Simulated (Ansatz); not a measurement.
H2BFSi, SMILES `B[Si]F` (triplet; the order of the spin states depends on the level) (charge 0, multiplicity 3). This triplet lies 0.33 eV above the relaxed singlet at the level frozen-core CCSD(T)/cc-pVTZ // PBE0-D3(BJ)/def2-TZVP (Ansatz, a quantum-chemistry and plane-wave program); other levels give the other order.

Cartesian coordinates (Å):
```xyz
5

B     -0.7650    -0.0819     0.0077
Si     1.0992    -0.5802     0.1546
F      2.2264     0.5298    -0.0916
H     -0.9802     1.0605    -0.2668
H     -1.5804    -0.9282     0.1961
```
Charge 0, spin multiplicity 3.

Frozen-core energies in 6-31g from Ansatz at a geometry from PBE0-D3(BJ)/def2-TZVP; the HF reference has <S^2> = 2.01 and the T1 diagnostic is 0.026.

| level | energy (Ha) | difference from CCSDT(Q) (mHa) |
|---|---|---|
| HF | -414.09439 | 234.75 |
| MP2 | -414.30198 | 27.17 |
| CCSD | -414.32302 | 6.12 |
| CCSD(T) | -414.32767 | 1.48 |
| CCSDT | -414.32862 | 0.53 |
| CCSDT(Q) | -414.32914 | 0.00 |
